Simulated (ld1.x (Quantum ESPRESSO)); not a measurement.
Before and after: PAW potential for carbon

- Element: C (Z = 6)
- Generator: ld1.x (Quantum ESPRESSO) 7.5
- Type: PAW
- Functional: PBE
- Relativity: non-relativistic
- Frozen core: [He]
- Valence charge: 4
- Reference configuration: 2s2 2p2
- Partial waves: 2s (bound): rcut 1.20, rcutus 1.35 bohr; 2s channel at 0.4 Ry: rcut 1.20, rcutus 1.35 bohr; 2p (bound): rcut 2.05, rcutus 2.45 bohr; 2p channel at 0.9 Ry: rcut 2.05, rcutus 2.45 bohr; 3d channel at 0.4 Ry: rcut 2.20, rcutus 2.80 bohr; 3d channel at 3.05 Ry: rcut 2.20, rcutus 2.80 bohr
- Local potential: all-electron potential smoothed inside 1.45 bohr (lloc = -1)
- Core correction: a·sin(br)/r model core, default radius (ld1.x builds one for every PAW set, though the input has nlcc=.false.)
- Augmentation charge: BESSEL, radius 1.35 bohr

All-electron outer shells of the reference configuration (PBE, non-relativistic, ld1.x):

```tsv
shell	level (eV)	outermost node (bohr)	outermost maximum (bohr)
2s	-13.74	0.38	1.22
2p	-5.29	–	1.20
```

Change: local potential all-electron potential smoothed inside 1.15 bohr (lloc = -2).

Cutoffs: the cutoffs (Ry, on a coarse ladder) from which the occupation-weighted sum of valence levels, in a spherical-Bessel basis at the reference potential, stays within 10 and 1 mRy of its value at 400 Ry; they do not see the model core or the augmentation charge, which bear on the density cutoff. Errors are all-electron minus pseudo energies relative to the spin-unpolarised reference configuration.

**Question.** Predict the effect on cutoff, ghosts and configuration errors.

**Answer.** The potential gets neither clearly harder nor softer (10 Ry and 15 Ry → 10 Ry and 15 Ry); of the 7 tests that both files solve, the error grows in 6 and shrinks in 1 by more than 15 % and 0.3 meV (median size 1.8 → 2.1 meV); neither file shows a bound ghost.

```csv
quantity,base,changed
"cutoff, loose",10 Ry,10 Ry
"cutoff, tight",15 Ry,15 Ry
bound ghosts,none,none
"error for 2s2 2p1, meV [ΔE 10.87 eV]",+4.8,+6.1
"error for 2s2 2p0, meV [ΔE 35.02 eV]",+16,+21
"error for 2s1 2p0, meV [ΔE 83.20 eV]",+5.9,+10
"error for 2s2 2p1.5, meV [ΔE 3.97 eV]",+1.8,+2.1
"error for 2s0 2p4, meV [ΔE 16.94 eV]",+1.4,0.0
"error for 2s1 2p2, meV [ΔE 19.60 eV]",-0.4,-1.4
"error for 2s1 2p3, meV [ΔE 8.46 eV]",+1.2,+1.5
s: phases at 3.05 bohr within 0.05 rad from the reference energy up to (Ry; the scan ends near 5),to the end of the scan,to the end of the scan
p: phases at 3.05 bohr within 0.05 rad from the reference energy up to (Ry; the scan ends near 5),1.3,1.3
d: phases at 3.05 bohr within 0.05 rad from the reference energy up to (Ry; the scan ends near 5),3.9,3.8
lowest overlap eigenvalue by channel,"s 0.55, p 0.06, d 0.97","s 0.56, p 0.13, d 0.97"
```
